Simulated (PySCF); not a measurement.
# Computed records: CH6NOSi, C2H6NSi, CH5N2Si, C2H6BO and others

Computed with PySCF 2.14.0. Calculation on a computer-drawn molecule: optimised geometry and harmonic frequencies of an isolated molecule of the commonest isotopes, restricted reference for singlets and unrestricted otherwise, frozen core in MP2.

Common to all runs: charge 0; multiplicity 2; method HF.

(1) CH6NOSi

Start structure:
```xyz
10
CH6NOSi
C      0.6736     1.4818     0.5552
N      0.2794     1.1433    -0.7299
Si    -0.8593    -0.1904    -1.0928
O     -0.5650    -1.5127    -0.1809
H      1.0953     2.4287     0.6524
H      0.4409     0.8714     1.3916
H      0.4144     1.8137    -1.4248
H     -0.6123    -0.4024    -2.5192
H     -2.2826     0.0693    -0.7154
H      0.3424    -1.7752    -0.0123
```

```
basis                                         : cc-pV(D+d)Z
rotational constants                          : 12.63, 3.715, 3.204 GHz
total energy                                  : -459.6433 hartree
spin squared                                  : 0.7601
convergence status largest gradient component : 1.949e-05 hartree/bohr
```

Drawn bonds:
```csv
atom,other atom,order
1,2,1
2,3,1
3,4,1
1,5,1
1,6,1
2,7,1
3,8,1
3,9,1
4,10,1
```

Optimised structure:
```xyz
10
CH6NOSi
C      0.6099     1.5847     0.5984
N      0.2863     1.0652    -0.6605
Si    -0.8352    -0.1969    -0.9923
O     -0.4387    -1.6415    -0.3070
H      1.1135     2.5425     0.6305
H     -0.0497     1.3279     1.4180
H      0.8403     1.4241    -1.4126
H     -0.8657    -0.2864    -2.4673
H     -2.1594     0.1020    -0.4263
H      0.4256    -1.9941    -0.4572
```

Modes:
```csv
frequency (cm⁻¹),reduced mass (dalton)
82.47,2.121
185.9,1.256
251.7,2.278
257,1.484
398.6,2.48
448.3,1.173
678.1,1.289
690.4,1.518
762.5,2.429
852.3,1.183
888.2,2.526
944.8,1.639
1021,1.184
1032,1.103
1171,1.21
1300,3.158
1526,1.318
1597,1.277
2319,1.043
2359,1.038
3277,1.049
3394,1.122
3829,1.076
4174,1.067
```

(2) C2H6NSi

Start structure:
```xyz
10
C2H6NSi
C      0.5270    -0.4098     2.6252
N     -0.2819    -0.4108     1.6356
Si    -1.0856     0.8458     0.7412
C     -2.1703     0.3482    -0.5363
H      0.8684     0.5738     3.0724
H      0.9555    -1.2394     3.1743
H     -0.5294    -1.3177     1.3688
H     -0.6063     2.1001     1.2746
H     -2.3670    -0.6674    -0.8301
H     -2.6709     1.0831    -1.1544
```

```
basis                                         : cc-pV(D+d)Z
rotational constants                          : 28.71, 3.118, 2.818 GHz
total energy                                  : -422.5402 hartree
spin squared                                  : 0.7858
convergence status largest gradient component : 1.628e-05 hartree/bohr
```

Drawn bonds:
```csv
atom,other atom,order
1,2,1
2,3,1
3,4,2
1,5,1
1,6,1
2,7,1
3,8,1
4,9,1
4,10,1
```

Optimised structure:
```xyz
10
C2H6NSi
C      0.6940    -0.3379     2.6168
N     -0.2969    -0.5231     1.6450
Si    -1.0920     0.6738     0.7282
C     -2.1554     0.4007    -0.5543
H      0.8466     0.6705     2.9778
H      0.8851    -1.1618     3.2912
H     -0.4783    -1.4829     1.4219
H     -0.7148     2.0029     1.2245
H     -2.4271    -0.5796    -0.9279
H     -2.6218     1.2435    -1.0519
```

Modes:
```csv
frequency (cm⁻¹),reduced mass (dalton)
91.4,3.073
197.1,2.397
231.2,1.235
370.2,2.815
419.8,1.438
526.7,1.205
654.5,1.189
671.4,1.188
684,1.546
770.1,1.121
821.2,2.671
941.5,1.215
1050,4.134
1171,1.201
1299,3.083
1484,1.201
1532,1.321
1595,1.294
2390,1.042
3288,1.049
3296,1.056
3387,1.113
3408,1.123
3815,1.075
```

(3) CH5N2Si

Start structure:
```xyz
9
CH5N2Si
C      1.4860     0.3577     0.7110
N      0.5972     0.8425    -0.1176
Si     0.6841     1.0737    -1.8495
N     -0.7341     1.6684    -2.4222
H      2.4856     0.0841     0.3561
H      1.2335     0.2970     1.7505
H     -0.2395     1.1359     0.2147
H      2.0396     0.6396    -2.3251
H     -0.8308     1.9087    -3.3439
```

```
basis                                         : cc-pV(D+d)Z
rotational constants                          : 30.73, 3.287, 2.974 GHz
total energy                                  : -438.5686 hartree
spin squared                                  : 0.7627
convergence status largest gradient component : 2.613e-05 hartree/bohr
```

Drawn bonds:
```csv
atom,other atom,order
1,2,1
2,3,1
3,4,2
1,5,1
1,6,1
2,7,1
3,8,1
4,9,1
```

Optimised structure:
```xyz
9
CH5N2Si
C      1.4982     0.2350     0.7079
N      0.5254     0.8326    -0.1045
Si     0.5797     1.1051    -1.7707
N     -0.6593     1.6982    -2.5211
H      2.4762     0.0773     0.2736
H      1.4245     0.4027     1.7735
H     -0.3325     1.0604     0.3618
H      1.9129     0.6973    -2.2462
H     -0.7035     1.8989    -3.5003
```

Modes:
```csv
frequency (cm⁻¹),reduced mass (dalton)
132.1,4.106
221.1,2.094
238.9,1.408
409,3.532
560.9,1.076
592.2,1.35
595.5,1.38
648.8,1.278
684.9,1.119
831.2,4.639
937.7,1.124
1170,1.209
1253,6.024
1299,2.943
1532,1.365
1594,1.304
2359,1.044
3292,1.049
3413,1.123
3811,1.075
3868,1.08
```

(4) C2H6BO

Start structure:
```xyz
10
C2H6BO
C      0.4600     2.6084    -1.2427
O      1.0966     2.7802    -0.0457
B      1.1971     1.9015     0.9330
C      0.4612     0.5177     1.0408
H     -0.1251     1.7645    -1.4008
H      0.4649     3.4031    -1.9550
H      1.8923     2.3443     1.8315
H      0.6606    -0.0192     1.9909
H      0.7859    -0.0968     0.1352
H     -0.5997     0.6238     0.9181
```

```
basis                                         : cc-pVDZ
rotational constants                          : 17.63, 5.644, 4.407 GHz
total energy                                  : -178.7798 hartree
spin squared                                  : 0.7598
convergence status largest gradient component : 7.221e-06 hartree/bohr
```

Drawn bonds:
```csv
atom,other atom,order
1,2,1
2,3,1
3,4,1
1,5,1
1,6,1
3,7,1
4,8,1
4,9,1
4,10,1
```

Optimised structure:
```xyz
10
C2H6BO
C      0.5494     2.5113    -1.2892
O      1.1324     2.7874    -0.0932
B      1.1551     1.9517     0.9795
C      0.4983     0.5140     0.9872
H     -0.3137     1.8575    -1.3008
H      0.6372     3.3102    -2.0112
H      1.7021     2.4097     1.9463
H      0.8569    -0.0911     1.8217
H      0.6650    -0.0380     0.0579
H     -0.5889     0.6148     1.1071
```

Modes:
```csv
frequency (cm⁻¹),reduced mass (dalton)
51.67,1.068
149.6,1.082
273.4,2.532
301.7,2.6
517.2,2.625
647.8,1.123
704.1,1.322
857.4,2.046
1039,1.999
1066,1.824
1075,1.717
1256,1.337
1307,1.815
1418,1.976
1481,2.604
1549,1.05
1573,1.069
1590,1.141
2701,1.094
3152,1.047
3221,1.089
3260,1.101
3284,1.046
3421,1.124
```

(5) C2H7OSi

Start structure:
```xyz
11
C2H7OSi
C     -1.3485    -0.3833    -0.8014
O     -0.4769    -1.1065    -0.0416
C      0.8376    -0.5429     0.0558
Si     1.8044    -1.2595    -1.3958
H     -2.2712    -0.9692    -1.1460
H     -0.9947     0.6107    -1.2819
H      1.2167    -0.9547     1.0291
H      0.8474     0.4741     0.1086
H      1.8955    -2.7228    -1.3729
H      3.1996    -0.6558    -1.4201
H      1.1615    -0.9271    -2.6507
```

```
basis                                         : cc-pV(D+d)Z
rotational constants                          : 14.79, 3.058, 2.838 GHz
total energy                                  : -443.5420 hartree
spin squared                                  : 0.7599
convergence status largest gradient component : 2.533e-05 hartree/bohr
```

Drawn bonds:
```csv
atom,other atom,order
1,2,1
2,3,1
3,4,1
1,5,1
1,6,1
3,7,1
3,8,1
4,9,1
4,10,1
4,11,1
```

Optimised structure:
```xyz
11
C2H7OSi
C     -1.4209    -0.3143    -0.7075
O     -0.5149    -1.1157    -0.1058
C      0.8064    -0.6155     0.0026
Si     1.8915    -1.2493    -1.4241
H     -2.3795    -0.7938    -0.8525
H     -1.0618     0.3903    -1.4524
H      1.2038    -0.9750     0.9538
H      0.8028     0.4772     0.0584
H      1.9582    -2.7268    -1.3844
H      3.2584    -0.6908    -1.2792
H      1.3274    -0.8231    -2.7258
```

Modes:
```csv
frequency (cm⁻¹),reduced mass (dalton)
74.66,3.062
153,1.112
202.2,1.521
283.2,1.878
450,2.154
531.3,1.07
619.2,1.846
786.9,2.021
797.7,1.295
927.1,1.506
1011,1.228
1024,1.126
1025,1.169
1046,1.875
1247,1.35
1348,2.296
1408,1.47
1421,1.497
1558,1.085
1593,1.16
2302,1.046
2313,1.043
2325,1.031
3182,1.061
3240,1.103
3254,1.05
3396,1.12
```
